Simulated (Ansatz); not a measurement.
Ideal-gas functions of CH5AlFGa, SMILES `F[CH2][AlH][GaH2]` at 298.15 K and 1 bar, from an Ansatz frequency run at PBE0-D4/def2-TZVP.

Molar mass 132.75 g/mol, point group Cs (symmetry number 1), electronic degeneracy 1, moments of inertia 82.346, 341.986, 414.084 u Å². Harmonic wavenumbers (cm⁻¹, unscaled): 45, 81, 136, 258, 282, 299, 390, 515, 548, 604, 670, 764, 1017, 1232, 1259, 1444, 1885, 1924, 1927, 3016, 3062.

Use S(trans) = R[1.5 ln M + 2.5 ln T − 1.1517]; rotational temperatures θ = 24.2544 K / I; S(rot) = R[ln(√π/σ · √(T³/θAθBθC)) + 1.5]; for each mode x = 1.438777 ν̃/T, S = R[x/(eˣ − 1) − ln(1 − e⁻ˣ)] and H = RT x/(eˣ − 1); 1 cm⁻¹ = 0.0119627 kJ/mol; R = 8.31446 J/(mol·K).

Task: By hand: the entropy, in J/(mol·K).

Result: Translation 169.8. Rotation: θ = 0.2945, 0.0709, 0.0586 K, giving 116.2. Vibration, mode by mode: 21.03, 16.18, 11.96, 7.01, 6.37, 5.95, 4.18, 2.60, 2.29, 1.85, 1.44, 1.00, 0.37, 0.15, 0.14, 0.06, 0.01, 0.01, 0.01, 0.00, 0.00, in all 82.6. Electronic 0.0. Sum 368.6 J/(mol·K).

Task: By hand: H − E and G − E in kJ/mol, counted from the electronic energy.

Result: Zero-point energy ½ × 21358 × 0.0119627 = 127.7; thermal vibration 12.6; translation, rotation and pV give 4 RT = 9.9. H − E = 150.2 kJ/mol, and G − E = 150.2 − 298.15 × 368.6/1000 = 40.3 kJ/mol.

Vibration gives 22 % of the entropy, 49.2 J/(mol·K) of it from the modes under 150 cm⁻¹: soft modes count most, and the harmonic formula is weakest for them. The sum counts one conformer and one mirror image; others add a mixing term.
